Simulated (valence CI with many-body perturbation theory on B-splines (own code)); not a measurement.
**Os54+: what the settings do**

Computed by valence CI with perturbative core correlation (CI+MBPT): four valence electrons over a frozen Dirac-Fock core [Ar], radial functions for each j: 6 s, 6 p, 5 d, 5 f, 1 g, with the one-electron correlation potential Σ1, the two-electron term Σ2, the three-electron term Σ3, Breit, model QED; selected CI, second order for the rest, scaled by the run's own slope (own B-spline code, finite nucleus).

The last digits are not significant, and no measured levels were compared; by estimate large intervals hold to a few tenths of a per cent, small ones and those within an open d or f shell to about a per cent. The list stops below the first excitations out of the core. Only levels of the ground parity were solved; by the run's estimate the other parity begins above the list, which can be wrong where configurations are misplaced.

The reference run has the lowest level (3d3/2^4) J=0 and an ionisation energy of 5281.30 eV. Its largest variational space holds 8006 state functions.

Levels are named by their leading jj configuration (3d3/2^4 stands for four electrons in 3d with j = 3/2), which in mixed levels can hold well under half, so a name can repeat and another be missing. Letters in brackets count levels of one name in rising energy.

Changed runs:
A. scale of Σ1 1 → 0; natural orbitals for correlation on → off
B. factor on the speed of light 1 → 10; QED terms on → off
C. lowest core n in screening and Σ2 1 → 2; scale of Σ1 1 → 0
D. size limit of the variational space 10000 → 100; second order for the rest on → off (bad on purpose)

Excitation energies of the reference run in cm⁻¹, and shifts in cm⁻¹:

```csv
Level,Reference,A,C,D
(3d3/2^3 3d5/2) J=1,593691,-3376,-2278,+5624
(3d3/2^3 3d5/2) J=4,692349,-2722,-2310,+7572
(3d3/2^3 3d5/2) J=2,721219,-2524,-2395,+8023
(3d3/2^3 3d5/2) J=3,748893,-2359,-2386,+8212
(3d3/2^2 3d5/2^2) J=0 [a],1259750,-5933,-4582,+3114
(3d3/2^2 3d5/2^2) J=2 [a],1262500,-5646,-4524,+5906
(3d3/2^2 3d5/2^2) J=4 [a],1282890,-5982,-4590,+5450
(3d3/2^2 3d5/2^2) J=3 [a],1300300,-5827,-4603,+5803
(3d3/2^2 3d5/2^2) J=5,1329370,-5671,-4586,+5112
(3d3/2^2 3d5/2^2) J=6,1352540,-5565,-4593,+4340
(3d3/2^2 3d5/2^2) J=1,1375490,-5023,-4664,+6790
(3d3/2^2 3d5/2^2) J=3 [b],1399020,-4741,-4612,+7006
Ionisation energy (eV),5281.30,-3.05,-2.63,+0.06
```

Run B ends with another lowest level, (3d3/2^2 3d5/2^2) J=0, and an ionisation energy of 5223.70 eV.
